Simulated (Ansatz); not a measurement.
AlBr₃, SMILES `[Al]([Br])([Br])[Br]` with one electron removed (charge 1, multiplicity 2), Ansatz (a quantum-chemistry and plane-wave program) with frozen-core CCSD(T)/cc-pVTZ // B3LYP-D3(BJ)/def2-TZVP. The run hit its time limit unfinished.

Ansatz 0.2 input:
```yaml
crystal:
  periodic: [false, false, false]
  atoms:
    - { symbol: Br, position_ang: [-1.87099, -1.228633, -0.035973] }
    - { symbol: Al, position_ang: [-0.000024, -0.000004, 0.000056] }
    - { symbol: Br, position_ang: [1.999295, -1.006277, 0.038921] }
    - { symbol: Br, position_ang: [-0.128283, 2.234914, -0.003006] }
basis:
  gaussian: { orbitals: cc-pVTZ }
correlation:
  method: ccsd_t
total_charge: 1
magnetization:
  spin_polarized: true
  initial_magnetization: 1
```

The last lines of the output:

```
determinant -216579.51061736 eV, -7959.1502123232 hartree, with singles and doubles -216599.35137104 eV, -7959.8793465724 hartree
determinant -216579.51058703 eV, -7959.1502112084 hartree, with singles and doubles -216599.35133697 eV, -7959.8793453200 hartree
determinant -216579.39912919 eV, -7959.1461152082 hartree, with singles and doubles -216599.68654275 eV, -7959.8916639055 hartree
determinant -216579.39907025 eV, -7959.1461130422 hartree, with singles and doubles -216599.68650208 eV, -7959.8916624108 hartree
determinant -216579.39902721 eV, -7959.1461114607 hartree, with singles and doubles -216599.68652079 eV, -7959.8916630983 hartree
determinant -216579.23650505 eV, -7959.1401388816 hartree, with singles and doubles -216599.73653020 eV, -7959.8935009104 hartree
determinant -216579.05459823 eV, -7959.1334539291 hartree, with singles and doubles -216599.34197047 eV, -7959.8790011075 hartree
determinant -216579.05456248 eV, -7959.1334526152 hartree, with singles and doubles -216599.34193520 eV, -7959.8789998116 hartree
determinant -216578.68370974 eV, -7959.1198240286 hartree, with singles and doubles -216599.14728033 eV, -7959.8718463770 hartree
determinant -216578.68369793 eV, -7959.1198235945 hartree, with singles and doubles -216599.14727611 eV, -7959.8718462220 hartree
determinant -216578.61694620 eV, -7959.1173705137 hartree, with singles and doubles -216599.13672475 eV, -7959.8714584664 hartree
determinant -216577.91244416 eV, -7959.0914805411 hartree, with singles and doubles -216598.51689103 eV, -7959.8486799975 hartree
determinant -216577.17054785 eV, -7959.0642163547 hartree, with singles and doubles -216597.72500535 eV, -7959.8195787353 hartree
determinant -216579.74769055 eV, -7959.1589246022 hartree, with singles and doubles -216599.71779965 eV, -7959.8928125754 hartree
determinant -216579.74762671 eV, -7959.1589222560 hartree, with singles and doubles -216599.71776205 eV, -7959.8928111935 hartree
determinant -216579.74758208 eV, -7959.1589206158 hartree, with singles and doubles -216599.71772741 eV, -7959.8928099205 hartree
determinant -216579.51068313 eV, -7959.1502147402 hartree, with singles and doubles -216599.38462344 eV, -7959.8805685755 hartree
determinant -216579.51061736 eV, -7959.1502123232 hartree, with singles and doubles -216599.38457029 eV, -7959.8805666221 hartree
determinant -216579.51058703 eV, -7959.1502112084 hartree, with singles and doubles -216599.38453966 eV, -7959.8805654967 hartree
```
